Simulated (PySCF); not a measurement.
Compound: C6H5FO.
Atom-mapped SMILES: `[OH:1][c:2]1[cH:3][cH:4][c:5]([F:6])[cH:7][cH:8]1`

NICS = −σ at a ghost point: NICS(0) at the centroid of the ring atoms, NICS(1) 1 Å to either side along the normal of their mean plane, zz for the tensor component along that normal. Level: GIAO PBE0/pcSseg-1 (PySCF, non-relativistic, gas phase) on the GFN2-xTB geometry, one conformer.

Ring bond lengths (Å), with Mayer bond orders in brackets: C2–C3 1.391 (1.37), C3–C4 1.383 (1.42), C4–C5 1.381 (1.44), C5–C7 1.384 (1.42), C7–C8 1.380 (1.44), C8–C2 1.393 (1.40).

What do the NICS probes read (ppm)?

| ring | type | NICS(0) | NICS(1), two faces | NICS(1)zz, two faces | rms pucker (Å) | centre to ring atoms, mean (Å) |
| --- | --- | --- | --- | --- | --- | --- |
| C2–C3–C4–C5–C7–C8 | 6-membered carbocycle; formal bonds all aromatic | -11.0 | -11.0 / -11.0 | -26.4 / -26.4 | 0.00 | 1.39 |

What do they say, and how far can they be read as aromaticity?

- C2–C3–C4–C5–C7–C8: mean NICS(1)zz -26.4 ppm, shielded. For a flat ring without four-coordinate atoms the NICS criterion counts such a value as aromatic.

And the bond-length index? HOMA = 1 − mean of α(R − Ropt)² over the ring bonds, with Krygowski's 1993 parameters (CC: Ropt 1.388 Å, α 257.7 Å⁻²).

- C2–C3–C4–C5–C7–C8: HOMA 0.99 = 1 − EN − GEO, with mean bond length 1.385 Å, EN = α(Ropt − mean)² = 0.002 and GEO = α × variance = 0.006. The geometric and the magnetic index point the same way.

What is the mean of the two in-plane components of NICS at the first NICS(1) probe listed for ring C2–C3–C4–C5–C7–C8, 1 Å off the ring?

The isotropic value is a third of the trace: (3 × -11.0 − (-26.4))/2 = -3.3 ppm.

List the ring angles and the Hirshfeld charges of the ring atoms.

- C2–C3–C4–C5–C7–C8: C2 119.8° (+0.070 e), C3 120.3° (-0.075 e), C4 118.9° (-0.066 e), C5 121.8° (+0.074 e), C7 119.0° (-0.062 e), C8 120.2° (-0.063 e); sum 720.0° against 720° for a flat convex ring.

Shape of the structure used: `[OH:1][c:2]1[cH:3][cH:4][c:5]([F:6])[cH:7][cH:8]1`: H–O1–C2–C3 0°.
